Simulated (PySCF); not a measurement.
Species: heptafluoropropyl bromide, C₃BrF₇.
Cartesian coordinates in Å at the PBE0-D3(BJ)/def2-SVP level; atoms count from 1:
```xyz
11
C3BrF7 angstrom
F     -2.3554    0.1241   -0.5985
C     -1.3401    0.0428    0.2470
F     -1.4006    1.0601    1.0907
F     -1.4352   -1.0902    0.9249
C     -0.0186    0.0908   -0.5636
F      0.0480    1.2915   -1.1422
F     -0.0808   -0.8569   -1.4999
C      1.2589   -0.1347    0.2816
F      1.2378   -1.3579    0.7939
F      1.2929    0.7478    1.2728
Br     2.8302    0.0712   -0.8249
```

Level: wB97X-D/def2-SVPD in PySCF, non-relativistic, on one gas-phase PBE0-D3(BJ)/def2-SVP geometry that isn't relaxed in the solvent. The solvent is an IEF-PCM continuum (Bondi radii, 1.10 Å for H, scaled by 1.2), and excitations are vertical TDDFT with non-equilibrium linear response and a frozen core. Only the electrostatic response of the medium enters. Spin–orbit coupling is left out although an atom past zinc is present.

Gas-phase singlets (H = HOMO, L = LUMO):

| state | E (eV) | λ (nm) | f | leading configurations |
| --- | --- | --- | --- | --- |
| S1 | 6.241 | 199 | 0.000 | H→L 97% |
| S2 | 6.288 | 197 | 0.002 | H-1→L 96% |
| S3 | 8.431 | 147 | 0.234 | H-2→L 86% |
| S4 | 9.011 | 138 | 0.106 | H→L+1 89% |
| S5 | 9.073 | 137 | 0.113 | H-1→L+1 88% |

Task: Give the list for chloroform (ε = 4.711), n² = 2.09.

Result: 
```
state  E (eV)  λ (nm)      f  leading configurations  change by rank (eV)
   S1   6.267     198  0.000                 H→L 97%               +0.026
   S2   6.311     196  0.002               H-1→L 96%               +0.023
   S3   8.417     147  0.316               H-2→L 88%               -0.014
   S4   8.954     138  0.147               H→L+1 84%               -0.057
   S5   9.011     138  0.157             H-1→L+1 84%               -0.062
```

Task: How do the frontier levels move from gas to chloroform?

Result: 
```tsv
orbital	gas (eV)	solvent (eV)	change (eV)
LUMO+2	2.53	2.58	+0.05
LUMO+1	2.14	2.23	+0.09
LUMO	0.37	0.52	+0.15
HOMO	-11.22	-11.12	+0.10
HOMO-1	-11.28	-11.17	+0.11
HOMO-2	-12.53	-12.44	+0.09
HOMO-3	-14.04	-13.95	+0.09
```

The HOMO–LUMO gap goes from 11.59 to 11.64 eV.
